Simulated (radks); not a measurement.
Values are calculated unless marked as measured or tabulated.
Charge is removed step by step from the 3p3/2 level of the vanadium ion V3+, starting from [Ne] 3s2 3p(1/2: 2, 3/2: 4) 3d2. Level of theory: Dirac Kohn-Sham, PBE, spin-unpolarised, spherical densities, finite nucleus; open shells fill j = l - 1/2 first; Fermi nuclear charge, rms radius 3.6002 fm (a radial shooting solver on a logarithmic mesh with Libxc functionals).

\begin{tabular}{lrrr}
removed (e) & E - E(0) (eV) & eigenvalue (eV) & E minus straight line (eV) \\ \hline
0 & 0.000 & -76.976 & 0.000 \\
0.1 & 7.794 & -78.901 & -0.888 \\
0.2 & 15.781 & -80.842 & -1.583 \\
0.3 & 23.963 & -82.799 & -2.083 \\
0.4 & 32.341 & -84.771 & -2.386 \\
0.5 & 40.917 & -86.758 & -2.492 \\
0.6 & 49.693 & -88.759 & -2.398 \\
0.7 & 58.670 & -90.774 & -2.103 \\
0.8 & 67.848 & -92.803 & -1.606 \\
0.9 & 77.231 & -94.846 & -0.905 \\
1 & 86.818 & -96.901 & 0.000 \\
\end{tabular}

Removing the whole electron costs 86.818 eV by Delta-SCF, against 76.976 eV from minus the eigenvalue at the starting occupation. Slater's transition state (half an electron removed) gives 86.758 eV. Integrating minus the eigenvalue over the occupation (Janak's theorem) gives 86.818 eV. The mean slope of the eigenvalue, de/dn, is 19.9 eV per electron.
